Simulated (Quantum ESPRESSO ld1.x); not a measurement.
The numbers below are computed, except where a source is named.
Q: Co20+, 7 electrons, occupied as [He] 2s2 2p3. Code: ld1.x of Quantum ESPRESSO 7.5. Model: scalar-relativistic Kohn-Sham, PW91, spin-unpolarised, spherical densities, point nucleus. Some entries of the table are withheld. Estimate them.

orbital,occ.,eigenvalue (eV),r(max) (bohr),<r> (bohr)
1s,2,-8635.212,(1),0.05601
2s,2,-1770.103,0.205,0.2412
2p,3,(2),0.164,(3)

A: 
(1) 1s r(max) (bohr): 0.037
(2) 2p eigenvalue (eV): -1670.429
(3) 2p <r> (bohr): 0.2087
